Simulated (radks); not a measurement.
Initial-state core-level shifts of the europium ion Eu+ when its valence configuration changes from [Xe] 4f7 6s1. Method: scalar-relativistic Kohn-Sham, PBE, spin-polarised, spherical densities, finite nucleus; open shells are filled with parallel spins first (spin-orbit coupling, left out, can overturn this in heavy ions); Fermi nuclear charge, rms radius 5.1115 fm; computed with a radial shooting solver on a logarithmic mesh with Libxc functionals. Shifts are changes of the shell-averaged eigenvalues in eV (positive: less bound); the change of the density at the nucleus, which sets a Mossbauer isomer shift, is in e/bohr^3, on a base of 6.057e+05.

valence           3s       3d       4s       4p  density at nucleus
4f7 6p1       -1.209   -1.212   -1.223   -1.226              -29.59
4f6 6s1 6p1  -11.629  -11.537  -11.189  -11.027              +36.55
4f6 5d1 6p1   -9.330   -9.222   -8.880   -8.710               -2.80
4f8           +5.226   +5.179   +5.111   +5.045              -43.64
4f7 5d1       +1.737   +1.749   +1.766   +1.777              -31.12
4f6 6s2      -10.561  -10.469  -10.127   -9.967              +69.09
4f5 5d2 6s1  -17.472  -17.231  -16.260  -15.858              +66.06
4f5 6s2 6p1  -24.204  -23.998  -22.968  -22.577             +123.31
4f7.5 6s0.5   +3.710   +3.680   +3.624   +3.579              -25.48
